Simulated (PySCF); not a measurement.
Species: C5H4F3NO.
Structure used (GFN2-xTB), in Å, numbered top down from 1:
```xyz
14
C5H4F3NO angstrom
C     -1.9458   -0.9230   -0.5082
O     -0.5551   -0.6799   -0.4019
C     -0.1606    0.4296    0.2307
C     -1.1304    1.3374    0.7573
N     -1.9133    2.0567    1.1810
C      1.1408    0.7339    0.3986
C      2.2198   -0.1654   -0.1078
F      3.4346    0.3017    0.2108
F      2.2024   -0.3043   -1.4454
F      2.1439   -1.4088    0.3973
H     -2.0368   -1.8525   -1.0664
H     -2.4033   -1.0390    0.4783
H     -2.4508   -0.1176   -1.0485
H      1.4540    1.6309    0.9020
```

Computed at PBE0/pcSseg-1 (PySCF, non-relativistic), with Q(17O) = −0.0256 b, Q(14N) = 0.02044 b: O2, 17O (I = 5/2): χzz = -11.54 MHz, η = 0.639; N5, 14N (I = 1): χzz = -4.909 MHz, η = 0.100.

Q: Find the zero-field quadrupole resonance frequencies of 17O at O2.

A: From the eigenvalues of H = χ/[4I(2I − 1)] × [3Iz² − I(I + 1) + η(Ix² − Iy²)], steps between neighbouring levels, labelled as for η = 0: ±1/2↔±3/2 2.373 MHz, ±3/2↔±5/2 3.240 MHz (ether oxygen).

Q: Where would the pure quadrupole (NQR) lines of 14N at N5 fall for the rigid, isolated species?

A: From ν± = (3/4)|χ|(1 ± η/3) and ν0 = |χ|η/2: ν+ 3.804 MHz, ν− 3.559 MHz, ν0 0.245 MHz (nitrile nitrogen).

In a crystal, neighbours and librations shift these lines. GFN2-xTB bond lengths can be off by several hundredths of an ångström, more for odd bonds, and the gradients follow them. These gradients aren't converged with respect to the basis.

One conformer stands for the species.
